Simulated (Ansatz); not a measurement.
Molecule: sum formula GaBrCl2, net charge 0, singlet state. 
Structure (B3LYP-D3(BJ)/def2-TZVP (Ansatz, a quantum-chemistry and plane-wave program) minimum search):
```xyz
4

Cl    -1.1094     2.1013     0.0083
Ga    -0.4196     0.0856     0.0056
Cl    -1.8435    -1.4990     0.0313
Br     1.8059    -0.3683    -0.0242
```

Wanted: vertical ionisation energy (to the doublet state of charge +1; each state is the SCF solution reached for its spin), in eV. Valence correlation only, unless marked. Open shells are spin-unrestricted. Spin-orbit coupling is left out. Frozen are the shells of the preceding noble gas and the d and f shells that filled before the atom's block. No relativistic terms. CBS marks a two-point X^-3 extrapolation of the correlation energy; Hartree-Fock from the larger set.

CCSD(T)/CBS(def2-TZVPPD,def2-QZVPPD) (Ansatz) gives 11.56 eV.

Q: Another calculation gave 10.57 eV. Which level was it?
(A) SVWN5/def2-TZVPD (Ansatz)
(B) PBE/def2-TZVPD (Ansatz)
(C) B3LYP/def2-TZVPD (Ansatz)
(D) CAM-B3LYP/def2-TZVPD (Ansatz)

A: B, PBE/def2-TZVPD (Ansatz). The others give 11.38 (CAM-B3LYP), 11.00 (B3LYP), 10.76 (SVWN5) eV.
